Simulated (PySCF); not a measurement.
Run record: geometry optimisation, `n1ccc(F)cc1`.

Method: PBE0-D3(BJ)/def2-SVP geometry optimisation, gas phase (PySCF 2.14.0). Start geometry: GFN2-xTB. The input is one job of a driver script: a line of settings, then coordinates in Å.

Input:
```
{"job": {"xc": "PBE0", "basis": "def2-SVP", "d3": "d3bj", "grid": 1, "kind": "geom"}, "charge": 0, "multiplicity": 1}
F     -0.195019     2.473612     0.151573
C     -0.089420     1.135746     0.068015
C     -1.234664     0.361854    -0.003992
C     -1.057534    -1.011229    -0.089121
N      0.126696    -1.595801    -0.101771
C      1.204533    -0.835768    -0.031036
C      1.163645     0.548047     0.055838
H     -2.211737     0.815823     0.006277
H     -1.908608    -1.675707    -0.149518
H      2.149838    -1.361070    -0.043659
H      2.057696     1.147165     0.111431
```

Output:
```
step   0  E = -346.88997338  max force = 0.018396
step   1  E = -346.89105394  max force = 0.004316
step   2  E = -346.89124910  max force = 0.001395
step   3  E = -346.89125374  max force = 0.000505
step   4  E = -346.89125050  max force = 0.000718
step   5  E = -346.89125487  max force = 0.000521
step   6  E = -346.89125575  max force = 0.000385
optimisation converged
```

Energies in Eh; «max force» is the largest Cartesian gradient component in Eh/bohr.

Task: Give the first gradient maximum in eV/Å.

Result: With 1 Eh/bohr = 51.422 eV/Å, 0.946 eV/Å.

Task: How much energy does the optimisation release, in kJ/mol?

Result: E(step 0) − E(last step) = 0.001282 Eh, which is 3.4 kJ/mol.

In short: final energy -346.89126 Eh after 6 steps; dipole 0.86 D.

Hardware: one thread of an Arm Neoverse V2, no GPU (shared host). Cost: 33 s wall.
Labels such as C1 count atoms from 1, the log's own numbers from 0.
